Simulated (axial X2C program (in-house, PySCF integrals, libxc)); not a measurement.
Potential curves of VBr⁺, two-component

All values were computed with an axial X2C code built on PySCF integrals. Two-component (2c) means X2C with spin–orbit coupling and atomic mean-field two-electron Coulomb and Gaunt terms. Basis: Br dyall-cv3z [8s9p6d4f1g], V dyall-cv3z [10s10p6d4f2g] (cores contracted in-house); Gaussian nuclei, density fitting, unrestricted open shells. Masses: Br 78.918 u, V 50.944 u.

State: Ω = 3/2 (⟨Sz⟩ = 1.50, ⟨Lz⟩ = 0.00 at HF). Energies in cm⁻¹ from the lowest point of each curve. Fits are polynomials in 1 − R0/R over 0.85 to 1.23 times the lowest point R0.

| R (Å) | MP2 | LDA |
| --- | --- | --- |
| 1.9558 | 10136 | 5512 |
| 2.0457 | 4725 | 1818 |
| 2.1131 | 2212 | 466 |
| 2.1806 | 715 | 0 |
| 2.2480 | 22 | 195 |
| 2.3267 | 0 | 1026 |
| 2.4054 | 623 | 2305 |
| 2.5065 | 2105 | 4353 |
| 2.6302 | 4609 | 7165 |
| 2.8100 | 9024 | 11340 |

Correlated methods: 11 electrons correlated (number of frozen shells: Br 3 s, 2 p, 1 d; V 3 s, 2 p), 295 virtual spin orbitals or spinors in MP2.

One determinant describes the state; a PBE0 search over occupations chose it and may have missed a lower one. Density functionals use the spin component along the axis (collinear). PBE0 can misorder states that lie within some tenths of an eV, so this need not be the ground state of the molecule. The nearest other 2c determinant of the search, Ω = 1/2, lies 0.28 eV up at the distance of the search. With several unpaired electrons one determinant need not be a pure state. The outer-core s and p shells of the metal are frozen in the correlated rows, which leaves out core–valence correlation; for alkali and alkaline-earth bonds that tends to lengthen them. This is the top spin component of a Σ state; components of lower Ω are not single determinants and can lie lower. The determinant is spin-polarised beyond a pure state at some levels (its spin-free form has ⟨S²⟩ too high), which makes Re and μ there less reliable. MP2 and coupled cluster on one determinant become unreliable at the stretched end.

Q: Fit the MP2 curve near its minimum: give the equilibrium distance and the harmonic wavenumber.

A: At MP2, 2c: Re = 2.289 Å, ωe ≈ 360 cm⁻¹; Be follows as 0.104 cm⁻¹.

Q: Fit the LDA curve near its minimum: give the equilibrium distance and the harmonic wavenumber.

A: At LDA, 2c: Re = 2.191 Å, ωe ≈ 387 cm⁻¹; Be follows as 0.113 cm⁻¹.
